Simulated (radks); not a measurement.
Problem. These are the eigenvalues of the occupied orbitals of an atom or ion with whole-number occupations (eV). Calculated with a radial shooting solver on a logarithmic mesh with Libxc functionals: scalar-relativistic Kohn-Sham, LDA (Slater exchange, Perdew-Wang correlation), spin-polarised, spherical densities, finite nucleus; Fermi nuclear charge, rms radius of each element as measured or else 0.836 A^(1/3) + 0.57 fm.

orbital  eigenvalue
1s up     -6854.979
1s down   -6854.027
2s up     -1157.330
2s down   -1156.204
2p up     -1048.913
2p down   -1047.880
3s up     -422.8683

Which element is it, and in what charge state? The configuration may be excited. Open shells, if any, are filled with parallel spins first.

Solution. Z = 25, manganese, charge +14: Mn14+ in [Ne] 3s1. The list shows which subshells hold electrons but not how many an open one holds; the 1s level, -251.92 hartree, gives Z - s = 22.4 by -(Z - s)^2/2, which with screening and relativity narrows Z to a few neighbours, and the depths of the outer levels then fix element, charge and occupations together.
